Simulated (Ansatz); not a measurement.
`[OH][Mo]([F])([F])([F])=[S]` + H₂O → `[OH][Mo]([OH])([F])([F])=[S]` + H–F  (formal hydrolysis of a Mo–F bond)

Calculated with Ansatz (gas phase, PBE0-D4/def2-TZVP geometries, no zero-point term in ΔE). CCSD(T)/CBS is the MP2 limit (def2-TZVPP, def2-QZVPP) plus CCSD(T) − MP2 in def2-TZVPP, frozen cores. This one scheme is used for every species. Functionals use def2-TZVPP. def2 core potentials past Kr. For Mo outer-core shells are correlated without core-valence functions, which leaves a few kJ/mol of doubt a bond. Each species was taken in one conformer, which may not be the lowest.

`[OH][Mo]([F])([F])([F])=[S]`:

Z-matrix (Å, degrees):
```
Mo
F 1 1.850
F 1 1.850 2 147.4
S 1 2.068 2 106.2 3 -171.7
O 1 1.848 2 88.3 3 84.4
F 1 1.842 2 83.5 3 -67.0
H 5 0.962 1 127.4 2 -73.5
```

H₂O:

Z-matrix (Å, degrees):
```
O
H 1 0.960
H 1 0.960 2 105.1
```

`[OH][Mo]([OH])([F])([F])=[S]`:

Cartesian coordinates in Å:
```
O -1.725 0.514 -0.069
Mo -0.086 -0.358 -0.042
O 1.715 -0.264 -0.485
F -0.464 -1.169 -1.648
F 0.386 1.202 0.942
S -0.257 -1.872 1.374
H -1.809 1.432 0.209
H 2.241 0.516 -0.281
```

H–F:

```xyz
2

F    -0.229   -0.299   -0.264
H     0.229    0.299    0.264
```

```
 level  ΔE (eV)
r2SCAN     0.30
  PBE0     0.27
```

(1) What does CCSD(T)/CBS give? (An estimate is asked.)

Largest T1 diagnostic among the species: 0.025, so the coupled-cluster value is less sure than usual.

## Answers

(1) Computed: +0.19 eV. The listed levels differ from it by 0.11, 0.08 eV.

The D4 term adds −0.04 eV with B3LYP and −0.02 eV with PBE0; it sums over pairs of atoms, weighted by their polarisabilities, and B3LYP, whose exchange is more repulsive, gets the larger term. From PBE to PBE0 (25 % exact exchange), in def2-TZVPP and without D4, ΔE moves by −0.04 eV. In def2-TZVPP, CCSD(T) changes the Hartree–Fock value by −0.10 eV (the triples alone add −0.01 eV) and MP2 by −0.12 eV.

B3LYP here is the variant with VWN-RPA as its local correlation; programs differ in this.
